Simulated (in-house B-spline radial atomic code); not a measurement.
Ionisation energies along the 32-electron series, configuration 1s2 2s2 2p6 3s2 3p6 3d10 4s2 4p1/2(2), as differences of self-consistent energies. Dirac energy differences include first-order Breit, QED and recoil terms. NIST's values go from ground level to ground level; the uncertainty of those that are theory runs from under 0.1 % in few-electron ions to several per cent in heavy many-electron ones. Computed with an all-electron radial atomic-structure program (B-spline basis): Dirac-Hartree-Fock, jj configuration that fills j = l - 1/2 first, finite nuclei.

A number in brackets counts the electrons of a j subshell.

```csv
ion,configuration after,ionisation energy (eV),IE/(q+1)² (eV),-ε less Coulomb ΔSCF (eV),Breit and QED recoil part (eV),tabulated value (eV),computed minus tabulated (eV)
Ge,[Ar] 3d10 4s2 4p1/2(1),6.61,6.6065,0.45503,-0.0021851,7.899435,-1.29
As+,[Ar] 3d10 4s2 4p1/2(1),?,?,?,?,?,?
Se2+,[Ar] 3d10 4s2 4p1/2(1),29.95,3.3277,0.37381,-0.013923,31.697,-1.75
Br3+,[Ar] 3d10 4s2 4p1/2(1),45.11,2.8197,0.35688,-0.022103,47.782,-2.67
Kr4+,[Ar] 3d10 4s2 4p1/2(1),?,?,?,?,?,?
Rb5+,[Ar] 3d10 4s2 4p1/2(1),81.67,2.2685,0.34006,-0.043317,82.9,-1.23
Sr6+,[Ar] 3d10 4s2 4p1/2(1),102.91,2.1003,0.33632,-0.056531,104,-1.09
```

(1) Fill in the row of As+.

(2) Fill in the row of Kr4+.

(3) How far is this level of theory from the measured and semi-empirical values?

Results:

(1) ionisation energy (eV): 17.02; IE/(q+1)² (eV): 4.256; -ε less Coulomb ΔSCF (eV): 0.40213; Breit and QED recoil part (eV): -0.0072803; tabulated value (eV): 18.5892; computed minus tabulated (eV): -1.57.

(2) ionisation energy (eV): 62.38; IE/(q+1)² (eV): 2.4952; -ε less Coulomb ΔSCF (eV): 0.34645; Breit and QED recoil part (eV): -0.031869; tabulated value (eV): 64.69; computed minus tabulated (eV): -2.31.

(3) Over those 5 rows the differences run from -2.67 to -1.29 eV (mean absolute value 1.9 eV). The calculation leaves out correlation and, in open shells, the multiplet splittings that an average leaves out.
